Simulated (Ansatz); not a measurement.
`BC(=C)[SiH2]C` + `BS` → `BS[SiH2]C` + `BC=C`  (ligand exchange at the Si–C bond)

Calculated with Ansatz (gas phase, PBE0-D4/def2-TZVP geometries, no zero-point term in ΔE). CCSD(T)/CBS adds triple-zeta CCSD(T) − MP2 to the extrapolated MP2 energy (def2 sets, frozen cores). This one scheme is used for every species. DFT in def2-TZVPP. HSE06 is defined as in plane-wave codes. Each species was taken in one conformer, which may not be the lowest.

`BC(=C)[SiH2]C`:

Z-matrix (Å, degrees):
```
Si
C 1 1.870
C 1 1.871 2 110.9
H 1 1.492 2 110.4 3 120.8
H 1 1.491 2 109.3 3 -120.4
H 2 1.092 1 110.8 3 -61.8
H 2 1.093 1 110.5 3 58.1
H 2 1.092 1 111.0 3 178.0
C 3 1.345 1 120.9 2 119.6
B 3 1.542 1 121.7 2 -59.8
H 9 1.090 3 123.0 1 0.4
H 9 1.089 3 121.1 1 -179.6
H 10 1.199 3 122.0 1 0.3
H 10 1.200 3 119.3 1 -179.8
```

`BS`:

```xyz
5

B     0.475   -0.268   -0.195
S    -1.239    0.149   -0.231
H     0.849   -1.004   -1.056
H     1.202    0.165    0.641
H    -1.287    0.958    0.841
```

`BS[SiH2]C`:

Z-matrix (Å, degrees):
```
Si
S 1 2.163
C 1 1.863 2 108.1
H 1 1.485 2 108.5 3 120.8
H 1 1.485 2 108.5 3 -120.8
B 2 1.773 1 100.0 3 179.6
H 3 1.092 1 110.8 2 -60.1
H 3 1.093 1 110.3 2 -180.0
H 3 1.092 1 110.9 2 60.2
H 6 1.195 2 121.3 1 0.0
H 6 1.193 2 117.1 1 -180.0
```

`BC=C`:

Cartesian coordinates in Å:
```
B -0.859 0.904 -0.308
C 0.434 0.078 -0.337
C 0.604 -0.949 0.506
H -1.711 0.612 0.482
H -1.038 1.827 -1.049
H 1.240 0.299 -1.035
H -0.171 -1.211 1.221
H 1.502 -1.560 0.520
```

```json
{"level": "r2SCANh-D4", "ΔE (kJ/mol)": "-55.9"}
{"level": "HSE06-D4", "ΔE (kJ/mol)": "-55.0"}
{"level": "PBE-QIDH", "ΔE (kJ/mol)": "-55.9"}
{"level": "HF/def2-SVP", "ΔE (kJ/mol)": "-53.6"}
```

(1) What does CCSD(T)/CBS give? (An estimate is asked.)

Largest T1 diagnostic among the species: 0.015.

Answers

(1) Ansatz gave: -54.3 kJ/mol. The listed levels differ from it by -1.6, -0.7, -1.6, 0.7 kJ/mol.

In def2-TZVPP, CCSD(T) changes the Hartree–Fock value by +6.6 kJ/mol (the triples alone add +0.5 kJ/mol) and MP2 by +3.8 kJ/mol. At CCSD(T), def2-SVP lies +9.0 kJ/mol from the extrapolated value and def2-TZVPP +3.3 kJ/mol.
